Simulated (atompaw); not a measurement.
Varying the PAW (atompaw) potential for Rb (Z = 37)

Base potential:

```
Element                 : rubidium (Rb)
Generator               : atompaw 4.2.0.5
Type                    : PAW
Functional              : PBE
Relativity              : scalar-relativistic
Frozen core             : [Ar] 3d10 4s2
Valence charge          : 7
Reference configuration : 4p6 4d0 5s0 5p0 (charge +1)
Partial waves           : 5s (bound, empty): rc 3.00 bohr; 5s channel at 4.8 Ry: rc 3.00 bohr; 4p (bound): rc 2.10 bohr; 5p (bound, empty): rc 2.60 bohr; 4d (bound, empty): rc 3.00 bohr; 4d channel at 3.4 Ry: rc 3.00 bohr
Local potential         : troulliermartins scheme with l = 3 at 1 Ry, radius 2.20 bohr
Core correction         : smooth core density matched at 1.55 bohr
Augmentation charge     : besselshape compensation charge, radius 2.75 bohr; PAW radius 3.00 bohr; waves and projectors: custom polynom2 7 10 vanderbiltortho
```

Cutoffs, loose and tight: the cutoffs (Ry, on a coarse ladder) from which the occupation-weighted sum of valence levels, in a spherical-Bessel basis at the reference potential, stays within 10 and 1 mRy of its value at 400 Ry. They see the waves, projectors and local potential, not the compensation charge or the core. A dash means not determined.

A true bound ghost makes a file unfit for plane-wave use even where its test errors are small: the radial tests pick states by their node count and pass the ghost by.

```tsv
change	outcome	cutoff, loose	cutoff, tight	bound ghosts
base	generated	15 Ry	21 Ry	s
wave 5p (bound): rc 2.60 bohr becomes 5p (bound): rc 1.90 bohr	generated	15 Ry	25 Ry	p, s
wave 5p (bound): rc 2.60 bohr becomes 5p (bound): rc 2.10 bohr	generated	15 Ry	21 Ry	s
wave 5p (bound): rc 2.60 bohr becomes 5p (bound): rc 2.38 bohr	generated	15 Ry	21 Ry	s
wave 5p (bound): rc 2.60 bohr becomes 5p (bound): rc 2.94 bohr	generated	15 Ry	21 Ry	s
```

What comes out with this change to the base: wave 5p (bound): rc 2.60 bohr becomes 5p (bound): rc 1.64 bohr?

outcome: generated; cutoff, loose: 15 Ry; cutoff, tight: 18 Ry; bound ghosts: s.
